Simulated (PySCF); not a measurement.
C2H4O2, triplet, at a GFN2-xTB geometry (a higher spin typed on purpose: for a closed-shell molecule this is an excited state). Base run: R2SCAN/3-21G in PySCF.

PySCF was given this input:
```python
from pyscf import gto, scf, dft

mol = gto.M(
    atom='''
C    -1.407009   -0.234989    0.355862
O    -0.143760   -0.854520    0.154963
C     0.928519   -0.021311   -0.005850
O     0.986601    1.053255   -0.699545
H    -1.567321    0.539182   -0.399844
H    -2.145792   -1.030463    0.270004
H    -1.475726    0.215836    1.351834
H     1.317048    0.223361    1.034594
''',
    basis='3-21g',
    charge=0,
    spin=2,
    verbose=4,
)

mf = dft.UKS(mol)
mf.xc = 'r2scan'
mf.kernel()
```

Each row names what was changed in the base input (with any setting that the change needs).

| change | ΔE vs base (mEh) | SCF cycles | <S^2> | outcome |
|---|---|---|---|---|
| base | 0.000 | 13 | 2.005 | converged |
| diis_space = 2 | - | 50 | - | not converged |
| conv_tol = 1e-11 | 0.000 | 15 | 2.005 | converged |
| DIIS = ADIIS | 0.000 | 25 | 2.005 | converged |
| diis_space = 12 | 0.000 | 13 | 2.005 | converged |
| init_guess = atom | 0.000 | 12 | 2.005 | converged |
| conv_tol_grad = 1e-7 | 0.000 | 17 | 2.005 | converged |
| init_guess = 1e | 0.000 | 24 | 2.005 | converged |
| conv_tol = 1e-12 | 0.000 | 17 | 2.005 | converged |
| init_guess = sap | 0.000 | 15 | 2.005 | converged |
| damp = 0.5; diis_start_cycle = 5 | 0.000 | 19 | 2.005 | converged |
| init_guess = vsap | 0.000 | 15 | 2.005 | converged |
| level_shift = 0.5 (with mf.max_cycle = 100) | 0.000 | 82 | 2.005 | converged |

Open shells are given as the SCF converged; they aren't shown to be the lowest states, and a large step between rows can be another state.
